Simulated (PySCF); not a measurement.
Rigid-rotor lines calculated for a species of formula C8H21ClSSi2 (commonest isotopes; PBE0-D3(BJ)/def2-SVP geometry optimisation, gas phase in PySCF), labelled J(Ka,Kc):

```json
{"transition": "1(0,1) ← 0(0,0)", "MHz": "406.3"}
{"transition": "1(1,1) ← 0(0,0)", "MHz": "1348.5"}
{"transition": "2(1,2) ← 1(1,1)", "MHz": "803.5"}
{"transition": "2(0,2) ← 1(0,1)", "MHz": "812.5"}
{"transition": "2(1,1) ← 1(1,0)", "MHz": "821.5"}
```

Find the rotational constants.

1(0,1) ← 0(0,0) is B + C, 2(1,1) ← 1(1,0) is 3B + C and 2(1,2) ← 1(1,1) is B + 3C, so B − C is half the difference of the last two, 9.0 MHz. 1(1,1) ← 0(0,0) is A + C. A = 1149.9, B = 207.6, C = 198.6 MHz.

What moments of inertia, asymmetry and inertial defect follow?

I = 505379 MHz·u·Å² over each constant: Ia = 439.50, Ib = 2433.97, Ic = 2544.28 u·Å²; κ = (2B − A − C)/(A − C) = -0.981 (near-prolate asymmetric top); Δ = Ic − Ia − Ib = -329.19 u·Å².

Which dipole components do these lines need?

μa and μb (a-type: ΔKa even, ΔKc odd; b-type: both odd). The calculation gives |μa| = 1.93 D, |μb| = 0.21 D, |μc| = 0.00 D.

Where do these fall, and of which type are they? 2(1,2) ← 1(0,1); 3(0,3) ← 2(0,2); 3(1,2) ← 2(1,1); 3(2,1) ← 2(2,0); 3(2,2) ← 3(1,3); 3(2,1) ← 2(1,2); 3(1,3) ← 2(1,2); 3(3,1) ← 2(2,0); 3(2,2) ← 2(2,1); 1(1,0) ← 1(0,1); 2(2,0) ← 1(1,1).

```json
{"transition": "1(1,0) ← 1(0,1)", "MHz": "951", "type": "b", "branch": "Q"}
{"transition": "3(1,3) ← 2(1,2)", "MHz": "1205", "type": "a", "branch": "R"}
{"transition": "3(0,3) ← 2(0,2)", "MHz": "1219", "type": "a", "branch": "R"}
{"transition": "3(2,2) ← 2(2,1)", "MHz": "1219", "type": "a", "branch": "R"}
{"transition": "3(2,1) ← 2(2,0)", "MHz": "1219", "type": "a", "branch": "R"}
{"transition": "3(1,2) ← 2(1,1)", "MHz": "1232", "type": "a", "branch": "R"}
{"transition": "2(1,2) ← 1(0,1)", "MHz": "1746", "type": "b", "branch": "R"}
{"transition": "3(2,2) ← 3(1,3)", "MHz": "2867", "type": "b", "branch": "Q"}
{"transition": "2(2,0) ← 1(1,1)", "MHz": "3657", "type": "b", "branch": "R"}
{"transition": "3(2,1) ← 2(1,2)", "MHz": "4073", "type": "b", "branch": "R"}
{"transition": "3(3,1) ← 2(2,0)", "MHz": "5953", "type": "b", "branch": "R"}
```

Which structure gave them?

`C[Si](Cl)(C)[Si](C)(SCCCC)C`, point group Cs. Three constants can't fix a structure by themselves; this is the one that was computed:
```xyz
33
C8H21ClSSi2 angstrom
C     -5.231    1.540    0.798
C     -4.153    0.493    0.566
C     -2.745    1.076    0.551
C     -1.678    0.019    0.322
S     -0.012    0.783    0.326
Si     1.248   -0.935   -0.002
C      1.083   -2.198    1.384
C      0.894   -1.756   -1.658
Si     3.404   -0.034   -0.017
C      3.684    1.166   -1.426
C      3.905    0.712    1.626
Cl     4.608   -1.732   -0.355
H     -5.088    2.053    1.763
H     -6.236    1.091    0.805
H     -5.214    2.311    0.011
H     -4.215   -0.284    1.348
H     -4.341   -0.027   -0.390
H     -2.667    1.845   -0.237
H     -2.544    1.594    1.504
H     -1.724   -0.748    1.112
H     -1.841   -0.484   -0.644
H      1.860   -2.970    1.264
H      1.213   -1.723    2.368
H      0.101   -2.695    1.363
H     -0.088   -2.256   -1.662
H      1.666   -2.516   -1.859
H      0.911   -1.017   -2.474
H      3.008    2.028   -1.313
H      3.474    0.691   -2.396
H      4.723    1.531   -1.434
H      3.818   -0.028    2.436
H      3.242    1.560    1.862
H      4.944    1.073    1.595
```

The values belong to one conformer (point group Cs) with, in the numbering `[CH3:1][CH2:2][CH2:3][CH2:4][S:5][Si:6]([CH3:7])([CH3:8])[Si:9]([CH3:10])([CH3:11])[Cl:12]`, C1–C2–C3–C4 180°, C2–C3–C4–S5 180°, C3–C4–S5–Si6 180°, C4–S5–Si6–C7 -62°, S5–Si6–Si9–C10 -63°. Stationary, but not proved a minimum. These are rigid-rotor constants of the computed structure; measured ground-state constants (B0) also hold zero-point vibration. A rigid rotor knows nothing of internal rotation, which can split or shift real lines. Quadrupole hyperfine structure (35Cl) is left out.
